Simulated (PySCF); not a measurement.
lithium fluoride (FLi), singlet, geometry from GFN2-xTB (such geometries of metal compounds can be far from the true shape), atoms displaced at random by about 0.08 Å a coordinate; PySCF with HF/def2-TZVP, gradient by finite differences.

The PySCF input:
```python
from pyscf import gto, scf

mol = gto.M(
    atom='''
Li    0.013690    0.078529   -1.157321
F    -0.090965   -0.088218    0.487156
''',
    basis='def2-tzvp',
    charge=0,
    spin=0,
    verbose=4,
)

mf = scf.RHF(mol)
mf.conv_tol = 1e-11
mf.kernel()
scan, done = mf.as_scanner(), []
scan.scf_summary = {}
def energy(d):
    c = mol.atom_coords()
    c[1, 2] += d
    e = scan(mol.set_geom_(c, unit='Bohr', inplace=False))
    done.append(scan.converged)
    return e
h = 1e-3
fd = (energy(h) - energy(-h)) / (2 * h)
print('dE/dx =', fd)
```

Problem. Write the output that PySCF gives for this input, abridged.

Solution. 
```
PySCF version 2.14.0

[INPUT] verbose = 4
[INPUT] num. atoms = 2
[INPUT] num. electrons = 12
[INPUT] charge = 0
[INPUT] spin (= nelec alpha-beta = 2S) = 0
[INPUT] symmetry False subgroup None
[INPUT] Mole.unit = angstrom
[INPUT] Symbol           X                Y                Z      unit          X                Y                Z       unit  Magmom
[INPUT]  1 Li     0.013690000000   0.078529000000  -1.157321000000 AA    0.025870350645   0.148398302836  -2.187019728208 Bohr   0.0
[INPUT]  2 F     -0.090965000000  -0.088218000000   0.487156000000 AA   -0.171898936921  -0.166707859257   0.920591419939 Bohr   0.0

nuclear repulsion = 8.62674773111524
number of shells = 19
number of NR pGTOs = 66
number of NR cGTOs = 45
basis = def2-tzvp
ecp = {}

******** <class 'pyscf.scf.hf.RHF'> ********
method = RHF
initial guess = minao
damping factor = 0
level_shift factor = 0
DIIS = <class 'pyscf.scf.diis.CDIIS'>
diis_start_cycle = 1
diis_space = 8
diis_damp = 0
SCF conv_tol = 1e-11
SCF conv_tol_grad = None
SCF max_cycles = 50
direct_scf = True
direct_scf_tol = 1e-13
Set gradient conv threshold to 3.16228e-06
Initial guess from minao.
init E= -106.564140930887
  HOMO = -0.67595348331911  LUMO = -0.0592254751732355  gap/eV = 16.78202
cycle= 1 E= -106.906950764495  delta_E= -0.343  |g|= 0.65  |ddm|= 0.732
  HOMO = -0.297570147702618  LUMO = -0.00549154870245161  gap/eV = 7.94786
cycle= 2 E= -106.944525169288  delta_E= -0.0376  |g|= 0.531  |ddm|= 0.513
  HOMO = -0.450090862646241  LUMO = -0.00284504302875632  gap/eV = 12.17018
cycle= 3 E= -106.981360946163  delta_E= -0.0368  |g|= 0.0207  |ddm|= 0.191
  HOMO = -0.460757403184758  LUMO = -0.001689251924887  gap/eV = 12.49188
cycle= 4 E= -106.981442229381  delta_E= -8.13e-05  |g|= 0.00261  |ddm|= 0.0142
  HOMO = -0.461071050830595  LUMO = -0.0015031521222042  gap/eV = 12.50548
cycle= 5 E= -106.981445203286  delta_E= -2.97e-06  |g|= 0.000586  |ddm|= 0.0034
  HOMO = -0.460942112204316  LUMO = -0.001470758458197  gap/eV = 12.50285
cycle= 6 E= -106.981445412999  delta_E= -2.1e-07  |g|= 9.14e-05  |ddm|= 0.00105
  HOMO = -0.460927440841913  LUMO = -0.00147129433456428  gap/eV = 12.50244
cycle= 7 E= -106.98144541823  delta_E= -5.23e-09  |g|= 2.23e-05  |ddm|= 0.000177
  HOMO = -0.460927356993337  LUMO = -0.00147178176381857  gap/eV = 12.50242
cycle= 8 E= -106.981445418478  delta_E= -2.48e-10  |g|= 4.27e-06  |ddm|= 3.3e-05
  HOMO = -0.460927234262613  LUMO = -0.00147186502972829  gap/eV = 12.50242
cycle= 9 E= -106.98144541849  delta_E= -1.21e-11  |g|= 7.71e-07  |ddm|= 6.13e-06
  HOMO = -0.460927178968176  LUMO = -0.00147185685722917  gap/eV = 12.50242
cycle= 10 E= -106.98144541849  delta_E= -8.53e-14  |g|= 1.09e-07  |ddm|= 1.3e-06
  HOMO = -0.460927187834805  LUMO = -0.00147185850348563  gap/eV = 12.50242
Extra cycle  E= -106.981445418491  delta_E= -2.84e-13  |g|= 4.8e-08  |ddm|= 1.85e-07
converged SCF energy = -106.981445418491
Create scanner for <class 'pyscf.scf.hf.RHF'>

WARN: Mole.unit (angstrom) is changed to Bohr

New geometry
   1 Li     0.013690000000   0.078529000000  -1.157321000000 AA    0.025870350645   0.148398302836  -2.187019728208 Bohr
   2 F     -0.090965000000  -0.088218000000   0.487685177211 AA   -0.171898936921  -0.166707859257   0.921591419939 Bohr

******** <class 'pyscf.scf.hf.RHF_Scanner'> ********
method = RHF_Scanner
initial guess = minao
damping factor = 0
level_shift factor = 0
DIIS = <class 'pyscf.scf.diis.CDIIS'>
diis_start_cycle = 1
diis_space = 8
diis_damp = 0
SCF conv_tol = 1e-11
SCF conv_tol_grad = None
SCF max_cycles = 50
direct_scf = True
direct_scf_tol = 1e-13
Set gradient conv threshold to 3.16228e-06
init E= -106.981375553592
  HOMO = -0.460873205895851  LUMO = -0.00149699125712033  gap/eV = 12.50026
cycle= 1 E= -106.981419730054  delta_E= -4.42e-05  |g|= 4.84e-05  |ddm|= 0.000206
  HOMO = -0.460865292873227  LUMO = -0.00149120511596834  gap/eV = 12.50021
cycle= 2 E= -106.981419731223  delta_E= -1.17e-09  |g|= 1.91e-05  |ddm|= 5.73e-05
  HOMO = -0.460873388211759  LUMO = -0.00149117005651789  gap/eV = 12.50043
cycle= 3 E= -106.981419731448  delta_E= -2.25e-10  |g|= 1.02e-05  |ddm|= 2.86e-05
  HOMO = -0.460870923483013  LUMO = -0.00149108081507876  gap/eV = 12.50036
cycle= 4 E= -106.981419731478  delta_E= -3.01e-11  |g|= 2.88e-06  |ddm|= 8.09e-06
  HOMO = -0.460871530775092  LUMO = -0.00149094599773747  gap/eV = 12.50038
cycle= 5 E= -106.981419731484  delta_E= -6.65e-12  |g|= 4.36e-07  |ddm|= 5.74e-06
  HOMO = -0.460871440326906  LUMO = -0.00149093975328896  gap/eV = 12.50038
Extra cycle  E= -106.981419731485  delta_E= -1.42e-14  |g|= 1.9e-07  |ddm|= 3.52e-07
converged SCF energy = -106.981419731485

WARN: Mole.unit (angstrom) is changed to Bohr

New geometry
   1 Li     0.013690000000   0.078529000000  -1.157321000000 AA    0.025870350645   0.148398302836  -2.187019728208 Bohr
   2 F     -0.090965000000  -0.088218000000   0.486626822789 AA   -0.171898936921  -0.166707859257   0.919591419939 Bohr

******** <class 'pyscf.scf.hf.RHF_Scanner'> ********
method = RHF_Scanner
initial guess = minao
damping factor = 0
level_shift factor = 0
DIIS = <class 'pyscf.scf.diis.CDIIS'>
diis_start_cycle = 1
diis_space = 8
diis_damp = 0
SCF conv_tol = 1e-11
SCF conv_tol_grad = None
SCF max_cycles = 50
direct_scf = True
direct_scf_tol = 1e-13
Set gradient conv threshold to 3.16228e-06
init E= -106.981559674327
  HOMO = -0.460979565429556  LUMO = -0.00144068014058973  gap/eV = 12.50469
cycle= 1 E= -106.981470999618  delta_E= 8.87e-05  |g|= 9.69e-05  |ddm|= 0.000412
  HOMO = -0.460995201351538  LUMO = -0.00145224774627906  gap/eV = 12.50480
cycle= 2 E= -106.981471004297  delta_E= -4.68e-09  |g|= 3.81e-05  |ddm|= 0.000115
  HOMO = -0.460979134921275  LUMO = -0.0014523137478335  gap/eV = 12.50436
cycle= 3 E= -106.981471005198  delta_E= -9.01e-10  |g|= 2.01e-05  |ddm|= 5.73e-05
  HOMO = -0.460984044668467  LUMO = -0.00145249347016119  gap/eV = 12.50449
cycle= 4 E= -106.981471005317  delta_E= -1.18e-10  |g|= 5.78e-06  |ddm|= 1.6e-05
  HOMO = -0.460982809323812  LUMO = -0.00145276171860331  gap/eV = 12.50445
cycle= 5 E= -106.981471005343  delta_E= -2.67e-11  |g|= 8.74e-07  |ddm|= 1.14e-05
  HOMO = -0.460982891362778  LUMO = -0.0014527873169925  gap/eV = 12.50445
cycle= 6 E= -106.981471005343  delta_E= -7.11e-14  |g|= 1.14e-07  |ddm|= 1.12e-06
  HOMO = -0.46098288105982  LUMO = -0.00145278989265307  gap/eV = 12.50445
Extra cycle  E= -106.981471005343  delta_E= 2.13e-13  |g|= 4.24e-08  |ddm|= 1.94e-07
converged SCF energy = -106.981471005343
dE/dx = 0.02563692937229689
```
